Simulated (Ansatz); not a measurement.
C₄HF₅, SMILES `FC(F)=CC(F)=C(F)F`, relaxed with RKS PBE-D4/def2-SVP in Ansatz 0.2.0 from a rough embedded geometry. The force threshold is 0.03 eV/Å; the program also tests the step.

The species carries charge 0 and has multiplicity 1.

Start:

```xyz
10

F    -0.908   -2.353    1.589
C     0.019   -1.468    1.128
F     1.337   -1.558    1.478
C    -0.429   -0.484    0.242
C     0.393    0.529   -0.289
F     1.737    0.483   -0.023
C    -0.071    1.471   -1.128
F    -1.371    1.550   -1.443
F     0.789    2.336   -1.640
H    -1.496   -0.506    0.086
```

```json
{"step": "1", "energy (eV)": "-17715.2562", "largest force (eV/Å)": "3.230", "largest move (Å)": "0.000"}
{"step": "2", "energy (eV)": "-17715.6580", "largest force (eV/Å)": "1.176", "largest move (Å)": "0.096"}
{"step": "3", "energy (eV)": "-17715.7479", "largest force (eV/Å)": "0.358", "largest move (Å)": "0.068"}
{"step": "4", "energy (eV)": "-17715.7527", "largest force (eV/Å)": "0.146", "largest move (Å)": "0.025"}
{"step": "5", "energy (eV)": "-17715.7551", "largest force (eV/Å)": "0.041", "largest move (Å)": "0.017"}
{"step": "6", "energy (eV)": "-17715.7554", "largest force (eV/Å)": "0.023", "largest move (Å)": "0.007"}
```

End:

```xyz
10

F    -0.819   -2.379    1.647
C     0.000   -1.477    1.125
F     1.239   -1.669    1.538
C    -0.417   -0.502    0.290
C     0.417    0.513   -0.311
F     1.738    0.506   -0.043
C    -0.049    1.485   -1.137
F    -1.329    1.596   -1.472
F     0.709    2.415   -1.689
H    -1.489   -0.487    0.053
```

It took 4.9 s on 4 threads of an Intel Xeon 6975P-C on a shared host, with 0.19 GiB of host memory at the peak.
